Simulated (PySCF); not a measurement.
C4H7FSi, SMILES C=C/C=C(\F)[SiH3].

Geometry: ωB97X-D3(BJ)/def2-SVP. The structure was generated by enumeration; whether it is a known compound was not checked. The values are those of a single conformer.

Computed with PBE/def2-TZVP (PySCF).

Symmetry labels are those of the subgroup Cs that the program uses (full group Cs).

Question: List the valence orbital energies around the gap with their symmetry. (The exact figures need the calculation; the answer reports its results.)

Answer: 
```tsv
orbital	symmetry	energy (eV)
HOMO−7	A'	-10.27
HOMO−6	A'	-10.14
HOMO−5	A'	-8.95
HOMO−4	A"	-8.64
HOMO−3	A'	-8.55
HOMO−2	A"	-7.98
HOMO−1	A'	-7.80
HOMO	A"	-5.84
LUMO	A"	-2.15
LUMO+1	A'	-0.27
LUMO+2	A'	0.16
LUMO+3	A"	0.33
```
